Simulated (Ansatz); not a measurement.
Species: CH$_{3}$ (charge 0, doublet). 
Structure (B3LYP-D3(BJ)/def2-TZVP (Ansatz, an electronic-structure program) minimum search):
```xyz
4

C      0.0000     0.0000     0.0000
H      1.0788     0.0082     0.0171
H     -0.5460     0.9298    -0.0391
H     -0.5328    -0.9380     0.0220
```
Charge 0, spin multiplicity 2.

Total electronic energies in hartree. Correlated levels leave the core frozen unless marked. Open shells are spin-unrestricted. No spin-orbit coupling. Non-relativistic. Basis-set limits of correlation are two-point, X^-3; Hartree-Fock from the larger set. [CCSD(T)-MP2]/basis is that difference in the basis named.

```json
[
 {"level": "RI-HF/def2-TZVPPD", "program": "Ansatz", "energy (Eh)": "-39.57880"},
 {"level": "BLYP-D4/def2-TZVPD", "program": "Ansatz + dftd4", "energy (Eh)": "-39.82906"},
 {"level": "PBE0/6-31G*", "program": "Ansatz", "energy (Eh)": "-39.78044"},
 {"level": "BHLYP/def2-TZVPD", "program": "Ansatz", "energy (Eh)": "-39.82894"},
 {"level": "MP2/def2-SVP", "program": "Ansatz", "energy (Eh)": "-39.65930"},
 {"level": "RI-MP2/def2-QZVPP", "program": "Ansatz", "energy (Eh)": "-39.74875"},
 {"level": "CCSD(T)/def2-QZVPPD", "program": "Ansatz", "energy (Eh)": "-39.77279"},
 {"level": "RI-MP2/CBS(cc-pVTZ,cc-pVQZ)+[CCSD(T)-MP2]/cc-pVDZ", "program": "Ansatz", "energy (Eh)": "-39.7814"},
 {"level": "CCSD(T)/CBS(aug-cc-pVTZ,aug-cc-pVQZ)", "program": "Ansatz", "energy (Eh)": "-39.7786"}
]
```

Totals of different functionals don't rank their quality; only differences between species are comparable.
